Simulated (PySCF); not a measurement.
A calculated (PBEsol, PySCF 2.14, aug-cc-pVQZ-DK, the spin-free X2C one-electron Hamiltonian (Gaussian nucleus)) atom or ion has these occupied shells.

```
shell  electrons  orbital energy (eV)  rms radius, mean of both spins (bohr)
 1s α          1              -4867.0                                 0.0805
 1s β          1              -4867.0                                 0.0805
 2s α          1              -543.42                                  0.353
 2s β          1              -542.83                                  0.353
 2p α          3              -451.18                                  0.322
 2p β          3              -450.71                                  0.322
 3s α          1              -70.309                                   1.08
 3s β          1              -68.531                                   1.08
 3p α          3              -46.648                                   1.18
 3p β          3              -44.848                                   1.18
 3d α          2              -12.427                                   1.72
 4s α          1              -10.916                                   3.33
```

Problem. Name the element and its charge.

Solution. Ti⁺ (titanium, charge +1), in [Ar] 3d2 4s1, high-spin 4F determinant.
